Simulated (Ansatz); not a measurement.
A nudged elastic band was laid between two geometries of CH7GaO (10 atoms, charge 0, multiplicity 1).

These are results of RKS B3LYP-D4/def2-SVP in Ansatz, not measurements.

| Item | Value |
| --- | --- |
| movable images | 5 |
| climbing image | yes |
| spring | 5.0 eV/Å² |
| optimiser | quadratic models (default) |
| start path | IDPP |
| force threshold | 0.05 eV/Å |
| iteration limit | 60 |
| end points | relaxed |

First end point:

```xyz
10
Properties=species:S:1:pos:R:3
C -1.073 0.644 -0.697
O 0.316 0.311 -0.637
Ga 1.088 -0.700 1.109
H -1.275 1.290 -1.565
H -1.703 -0.260 -0.740
H -1.305 1.197 0.222
H 0.594 -0.145 -1.444
H -0.012 -1.842 1.177
H 0.969 0.506 2.121
H 2.485 -1.052 0.456
```

Last end point:

```xyz
10
Properties=species:S:1:pos:R:3
C -1.197 0.208 -0.759
O 0.214 -0.019 -0.747
Ga 1.262 -0.064 1.141
H -1.374 1.122 -0.178
H -1.552 0.363 -1.791
H -1.745 -0.626 -0.290
H 0.440 -0.795 -1.280
H 0.287 -1.074 1.882
H 1.141 1.472 1.486
H 2.607 -0.638 0.539
```

Task: Which bonds break or form, and what moves?

Result: No bond is made or broken. The dihedral H5–C1–O2–Ga3 goes from -66 to 171°. The two ends are copies of one structure, up to a mirror image or an exchange of like atoms.

Task: Give the energies along the band, and the barrier.

Result: The run converged. The highest image is number 3 of 0 to 6, 0.056 eV above the ends, which have the same energy within 2 meV. A vibrational analysis at the climbing image gives one clearly imaginary mode, 210i cm⁻¹: a first-order saddle point.

```json
{"image": "0", "path coordinate (Å)": "0.00", "energy (eV)": "0.000", "dihedral H5–C1–O2–Ga3 (°)": "-66"}
{"image": "1", "path coordinate (Å)": "0.65", "energy (eV)": "0.011", "dihedral H5–C1–O2–Ga3 (°)": "-87"}
{"image": "2", "path coordinate (Å)": "1.31", "energy (eV)": "0.034", "dihedral H5–C1–O2–Ga3 (°)": "-113"}
{"image": "3", "path coordinate (Å)": "1.96", "energy (eV)": "0.056", "dihedral H5–C1–O2–Ga3 (°)": "-135"}
{"image": "4", "path coordinate (Å)": "2.49", "energy (eV)": "0.036", "dihedral H5–C1–O2–Ga3 (°)": "-153"}
{"image": "5", "path coordinate (Å)": "3.01", "energy (eV)": "0.008", "dihedral H5–C1–O2–Ga3 (°)": "-172"}
{"image": "6", "path coordinate (Å)": "3.53", "energy (eV)": "0.000", "dihedral H5–C1–O2–Ga3 (°)": "171"}
```

Task: What is the geometry of the highest image?

Result: 
```xyz
10
Properties=species:S:1:pos:R:3
C -1.193 0.341 -0.755
O 0.204 0.032 -0.697
Ga 1.253 -0.247 1.163
H -1.322 1.406 -0.998
H -1.696 -0.271 -1.517
H -1.646 0.132 0.226
H 0.461 -0.596 -1.383
H 0.222 -1.256 1.823
H 1.246 1.252 1.657
H 2.554 -0.843 0.484
```

Task: What are the harmonic wavenumbers there?

Result: 210i, 54, 122, 211, 290, 483, 496, 744, 751, 757, 1053, 1094, 1182, 1324, 1459, 1471, 1486, 1889, 1906, 1924, 3041, 3138, 3143, 3850 cm⁻¹.

Run time: 100 s on 2 threads of Intel(R) Xeon(R) Platinum 8488C (Sapphire Rapids), on a shared host, peak memory 0.22 GiB.
